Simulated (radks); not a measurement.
Coulomb parameter of the 5d shell of neutral tantalum in the model configuration [Xe] 4f14 5d1.5 6s2 6p1.5, as a second difference U = [E(n + 0.5) + E(n - 0.5) - 2 E(n)] / (0.5)^2 with all orbitals relaxed. "Bare": the charge of the atom changes with n. "Screened": the 6p shell takes up the change at fixed total charge, which measures U(5d,5d) + U(6p,6p) - 2 U(5d,6p). Calculated with a radial shooting solver on a logarithmic mesh with Libxc functionals: Dirac Kohn-Sham, LDA (Slater exchange, Perdew-Wang correlation), spin-unpolarised, spherical densities, finite nucleus; open shells are shared between the two j in proportion to 2j + 1; Fermi nuclear charge, rms radius 5.3507 fm.

| case | configuration | E - E(n) (eV) |
|---|---|---|
| start | [Xe] 4f14 5d1.5 6s2 6p1.5 | 0.000 |
| bare +0.5 | [Xe] 4f14 5d2 6s2 6p1.5 | -2.890 |
| bare -0.5 | [Xe] 4f14 5d1 6s2 6p1.5 | 4.930 |
| screened +0.5 | [Xe] 4f14 5d2 6s2 6p1 | -2.172 |
| screened -0.5 | [Xe] 4f14 5d1 6s2 6p2 | 2.638 |

U(bare) = 8.162 eV, U(screened by 6p) = 1.865 eV, against the Slater integral F0(5d,5d) = 12.205 eV with frozen orbitals. The step up makes a negative ion, whose loosely bound charge lowers the bare value.
